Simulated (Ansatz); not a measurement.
Calculated with Ansatz (gas phase, PBE0-D4/def2-TZVP geometries, no zero-point term in ΔE). CCSD(T)/CBS is the MP2 limit (def2-TZVPP, def2-QZVPP) plus CCSD(T) − MP2 in def2-TZVPP, frozen cores. Functionals use def2-TZVPP. One conformer a species, not always the lowest.

Consider the formal exchange of groups at a B–C bond: `C=[C]([AlH2])BO` + `O[SiH2]F` → `OB[SiH](O)F` + `C=[CH][AlH2]`.

Q: Is it downhill or uphill in electronic energy at CCSD(T)/CBS, and by how much? (An estimate is asked.)

A: Ansatz gave: Uphill: ΔE = +47.2 kJ/mol.

Q: What do these levels give: LDA (SPW92), PBE0-D4, r2SCAN0-D4, PBE, BLYP, r2SCAN0? (Estimate.)

A: Computed: LDA (SPW92) 46.8, PBE0-D4 43.2, r2SCAN0-D4 49.3, PBE 38.7, BLYP 39.1, r2SCAN0 48.9 kJ/mol.

Largest T1 diagnostic among the species: 0.013.

From PBE to PBE0 (25 % exact exchange), in def2-TZVPP and without D4, ΔE moves by +3.4 kJ/mol. Leaving LDA and LC-ωPBE aside and taking each functional with its dispersion term where it has one, the values, not all of them listed here, spread over 9.3 kJ/mol, from PBE-D4 to r2SCAN0-D4. LDA lies +8.1 kJ/mol from PBE without D4.
